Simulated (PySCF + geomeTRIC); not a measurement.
Species: C₂H₂NO, SMILES `[C-]#[N+]C=[OH+]` (charge 1, multiplicity 1).

Task: Give a relaxed geometry from PySCF + geomeTRIC with TPSSh-D3(BJ)/def2-TZVP.

Result: the end point of this relaxation (outside a Z-matrix the atoms follow the SMILES, hydrogens last).
Bond lengths (Å): C1–N2 1.202, N2–C3 1.319, C3–O4 1.264, C3–H5 1.090, O4–H6 0.985. Angles (°): C1–N2–C3 172.1, N2–C3–O4 123.6, N2–C3–H5 120.3, O4–C3–H5 116.1, C3–O4–H6 115.5.
